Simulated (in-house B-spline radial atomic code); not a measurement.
The numbers below are computed, except where a source is named.
**Two electrons in Si: a Gaussian well −V exp(−r²/w²) with V = 319 meV and w = 5.07 nm**

For Si the NSM archive of the Ioffe Institute lists m_l = 0.98 m0, m_t = 0.19 m0 and ε = 11.7; the model takes one isotropic valley with the conductivity mass 3/(1/m_l + 2/m_t) = 0.26 m0, and so misses anisotropy and the other valleys. All triplets below are those of one valley; with several valleys two electrons can form a triplet in the 1s orbital itself, at an energy set by the valley splitting.

Effective-mass model with parabolic bands, a uniform dielectric constant, no image charges, no central-cell or spin-orbit terms. Two-electron levels come from full CI in B-splines with partial waves to l = 5 (up to 0.001 effective hartree above the limit).

**Question.** What are the effective units, and what is the potential in them?

**Answer.** Ha* = 27211.386 meV × 0.26/11.7² = 51.68 meV and a* = 0.0529177 nm × 11.7/0.26 = 2.381 nm. V = 6.18 Ha* and w = 2.13 a*.

In these units the lowest s and p orbitals lie at -3.9171 and -2.5654, and their Coulomb and exchange integrals are J_ss = 0.9372, J_sp = 0.7528 and K_sp = 0.1445. Full CI gives -6.9698 for the ground singlet, -5.8933 for the sp triplet, -5.6592 for the sp singlet and -4.9140 for the lowest triplet of two s orbitals.

**Question.** What does it cost to add the second electron, to first order and exactly?

**Answer.** To first order E = 2ε_s + J_ss = -6.8971, so the charging energy E(2) − 2E(1) is J_ss = 48.44 meV. CI gives -6.9698 − 2 × (-3.9171) = 0.8644, or 44.68 meV: relaxation and correlation lower it by 3.761 meV, 7.8 % of J_ss. The s² configuration of one-electron orbitals holds 97.8 % of the state, and the mean radius is 2.45 nm. The second electron is bound by ε_s − E = 157.8 meV, against 202.5 meV for the first.

**Question.** How far above the singlet do the triplets lie?

**Answer.** To first order the sp triplet lies at ε_s + ε_p + J_sp − K_sp = -5.8742, which is 52.86 meV above 2ε_s + J_ss. CI gives -5.8933 − (-6.9698) = 1.0766, or 55.64 meV, 80 % of the orbital spacing of 69.86 meV. The ss triplet lies 106.3 meV up, so the lower of the two is the sp one, and its gap equals k_BT at 646 K. The sp singlet-triplet splitting is 12.1 meV, against 2K_sp = 14.94 meV.
